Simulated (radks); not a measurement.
Pb, 82 electrons, occupied as [Hg] 6p2.

All-electron calculation, scalar-relativistic Kohn-Sham, SCAN, spin-unpolarised, spherical densities, finite nucleus; meta-GGA in the generalised Kohn-Sham scheme; Fermi nuclear charge, rms radius 5.5012 fm. Program: a radial shooting solver on a logarithmic mesh with Libxc functionals.

Energy parts (hartree):
part                       energy
total                 -20879.2550
kinetic                23583.7587
electron-nucleus      -52116.2466
Hartree                 8041.1222
exchange-correlation    -387.8893

Orbitals (lengths in bohr, moments of r in powers of bohr; <r^-3> diverges for s and p1/2; r(max) is where P^2 peaks):
\begin{tabular}{lrrrrrr}
orbital & occ. & eigenvalue (hartree) & r(max) & <r> & <r^-3> & <r^2> \\ \hline
1s & 2 & -3240.510 & 0.009845 & 0.01605 & - & 0.0003575 \\
2s & 2 & -580.7284 & 0.05711 & 0.06758 & - & 0.005418 \\
2p & 6 & -498.1283 & 0.04761 & 0.06143 & 29570 & 0.004617 \\
3s & 2 & -139.9016 & 0.1610 & 0.1744 & - & 0.03480 \\
3p & 6 & -116.0871 & 0.1611 & 0.1764 & 6866 & 0.03609 \\
3d & 10 & -91.70654 & 0.1316 & 0.1600 & 831.5 & 0.02997 \\
4s & 2 & -31.92334 & 0.3624 & 0.3841 & - & 0.1664 \\
4p & 6 & -24.08386 & 0.3821 & 0.4095 & 1685 & 0.1905 \\
4d & 10 & -14.96381 & 0.3883 & 0.4309 & 181.1 & 0.2142 \\
4f & 14 & -4.93559 & 0.3503 & 0.4539 & 36.67 & 0.2468 \\
5s & 2 & -5.39348 & 0.7888 & 0.8555 & - & 0.8197 \\
5p & 6 & -3.22790 & 0.8832 & 0.9770 & 310.0 & 1.077 \\
5d & 10 & -0.79457 & 1.066 & 1.306 & 21.23 & 1.991 \\
6s & 2 & -0.45969 & 1.959 & 2.320 & - & 6.123 \\
6p & 2 & -0.13332 & 2.624 & 3.299 & 20.72 & 12.68 \\
\end{tabular}

The highest occupied level is 6p at -3.628 eV. For comparison, the ionisation energy in NIST's Atomic Spectra Database is 7.417 eV (measured). In exact Kohn-Sham theory the highest level is minus the ionisation energy, but local and semilocal functionals leave it too shallow, through self-interaction and a potential that decays too fast; potentials with the right tail come closer. The electron density at the nucleus is 2.954e+06 e/bohr^3 (large components only). Summed over all electrons, <r^2> = 73.32 bohr^2, which gives a Langevin (diamagnetic) susceptibility term of -58.1 x 10^-6 cm^3/mol. The density falls to 0.001 e/bohr^3 at r = 4.74 bohr.

Beside tabulated values, note that spin-unpolarised runs miss the spin-polarisation part of the exchange energy of open shells, and scalar-relativistic runs lack spin-orbit coupling.
